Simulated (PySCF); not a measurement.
GeH2, SMILES [GeH2] (connectivity only; charge and spin as stated), neutral, multiplicity 1.

Geometry: B3LYP-D3(BJ)/def2-TZVPD. The isomer is the one that the SMILES or the coordinates give; other isomers of the formula were not compared.

Method: PBE/def2-TZVPD in PySCF.

Symmetry labels are those of the subgroup C2v that the program uses (full group C2v).

List the valence orbital energies around the gap with their symmetry. (Estimate from the structure and the level; the computed values follow.)


```csv
orbital,symmetry,energy (eV)
HOMO−7,A1,-30.05
HOMO−6,A2,-29.96
HOMO−5,B1,-29.89
HOMO−4,B2,-29.66
HOMO−3,A1,-29.60
HOMO−2,A1,-12.84
HOMO−1,B2,-7.57
HOMO,A1,-5.90
LUMO,B1,-3.95
LUMO+1,A1,-0.08
LUMO+2,B2,0.09
LUMO+3,A1,1.46
```
